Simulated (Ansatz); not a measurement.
C6H10O, charge +1, doublet, geometry from GFN2-xTB (a state made from the parent by changing its charge; the spin is typed, not shown lowest); PBE/STO-3G in Ansatz (an electronic-structure program).

Ansatz was given this input:
Ansatz 0.2 input:
```yaml
crystal:
  periodic: [false, false, false]
  atoms:
    - {symbol: O, position_ang: [2.28457943, 0.40206330, -0.04860078]}
    - {symbol: C, position_ang: [1.14921283, 0.22209750, 0.19906429]}
    - {symbol: C, position_ang: [0.08708612, 1.32782686, 0.28392559]}
    - {symbol: C, position_ang: [-1.13862627, 0.99398946, -0.52722219]}
    - {symbol: C, position_ang: [-1.77442548, -0.32381132, -0.09209757]}
    - {symbol: C, position_ang: [-0.71311533, -1.39814608, -0.31480493]}
    - {symbol: C, position_ang: [0.52758006, -1.14854000, 0.50382244]}
    - {symbol: H, position_ang: [-0.15839096, 1.42763462, 1.34533885]}
    - {symbol: H, position_ang: [0.57115359, 2.24156623, -0.07056933]}
    - {symbol: H, position_ang: [-1.87978133, 1.78810716, -0.36777892]}
    - {symbol: H, position_ang: [-0.90539144, 0.98545999, -1.59455139]}
    - {symbol: H, position_ang: [-2.65839076, -0.53429509, -0.69171366]}
    - {symbol: H, position_ang: [-2.06992885, -0.28328091, 0.95628315]}
    - {symbol: H, position_ang: [-1.14222559, -2.35828051, 0.00041272]}
    - {symbol: H, position_ang: [-0.46456230, -1.49279134, -1.37448721]}
    - {symbol: H, position_ang: [1.30566255, -1.88769301, 0.29610135]}
    - {symbol: H, position_ang: [0.29894808, -1.14343203, 1.57364487]}
basis:
  gaussian:
    orbitals: STO-3G
hamiltonian:
  xc: pbe
total_charge: 1
magnetization: {spin_polarized: true, initial_magnetization: 1}
accuracy: high
```

### Question
Predict the main parts of the log of this Ansatz run.

### Answer

```
Functional definition: PBE
1067 factors; integrals over basis functions are off by at most 2.1e-9 eV
mean field evaluation 1: about -8308.8841 eV, gradient 1.3e1 eV
mean field evaluation 2: about -8300.8446 eV, gradient 3.2e1 eV
mean field evaluation 4: about -8309.8890 eV, gradient 3.0e0 eV
mean field evaluation 8: about -8309.7665 eV, gradient 2.8e-1 eV
mean field evaluation 16: about -8309.7673 eV, gradient 1.9e-5 eV
mean field evaluation 32: about -8309.7671 eV, gradient 8.7e-2 eV
mean field evaluation 64: about -8309.6004 eV, gradient 2.9e0 eV
mean field -8309.76725364 eV, -305.3783140087 hartree, gradient 5.2e-8 eV, S^2 0.752228; 4 other end points of the search recorded, 0 dependent functions left out
reference -8309.76725652 eV, -305.3783141147 hartree; 27, 26 occupied and 18, 19 virtual orbitals, 1067 factors
Total energy: -8309.76725652 eV, -305.3783141147 hartree
```
